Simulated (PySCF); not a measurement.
## UHF on O²⁺ (oxygen, charge +2)

Configuration: [He] 2s2 2p2, high-spin 3P determinant. All numbers are calculated (PySCF 2.14, the non-relativistic Hamiltonian (point nucleus), in aug-cc-pVQZ with one added diffuse shell each of s, p, d, f, g type (7s6p5d4f3g, 105 functions)).

| Quantity | Value |
| --- | --- |
| Total energy | -73.105153 hartree |
| One-electron energy | -92.6223 hartree |
| Hartree (Coulomb) energy | 26.8584 hartree |
| Exchange energy | -7.3412 hartree |
| Kinetic energy | 73.10569 hartree |
| ⟨S²⟩ | 2.0048 |
| ⟨L²⟩ | 2.008 |
| Sum of ⟨r⟩ | 4.434 bohr |
| Sum of ⟨r²⟩ | 5.044 bohr² |
| Traceless quadrupole moment −½Σ⟨3z² − r²⟩ along its main axis | 0.480 e·bohr² |
| Density at the nucleus (Gaussians lack the cusp) | 310 bohr⁻³ |
| Spin density at the nucleus | -0.0330 bohr⁻³ |
| Langevin diamagnetic susceptibility | -3.99 ×10⁻⁶ cm³/mol |

```json
{"shell": "1s α", "electrons": "1", "mean orbital energy (eV)": "-607.19", "rms radius, mean of both spins (bohr)": "0.230"}
{"shell": "1s β", "electrons": "1", "mean orbital energy (eV)": "-604.33", "rms radius, mean of both spins (bohr)": "0.230"}
{"shell": "2s α", "electrons": "1", "mean orbital energy (eV)": "-72.751", "rms radius, mean of both spins (bohr)": "1.13"}
{"shell": "2s β", "electrons": "1", "mean orbital energy (eV)": "-62.345", "rms radius, mean of both spins (bohr)": "1.13"}
{"shell": "2p α", "electrons": "2", "mean orbital energy (eV)": "-55.792", "rms radius, mean of both spins (bohr)": "1.09"}
```

Spin-orbit constants ζ (cm⁻¹) from the X2C one-electron operator on these orbitals (non-relativistic here): bare nucleus, nucleus screened by l(l+1)(2l+1)/3 electrons, and screened by the Breit-Pauli mean field of the electrons.

```
shell   bare  screened nucleus  mean field
   2p  332.8             249.6       217.5
```

To first order the Landé constant is A = 108.8 cm⁻¹, so the lowest level has J = 0 and lies 0.0270 eV below the centre of the term. This holds in LS coupling only.
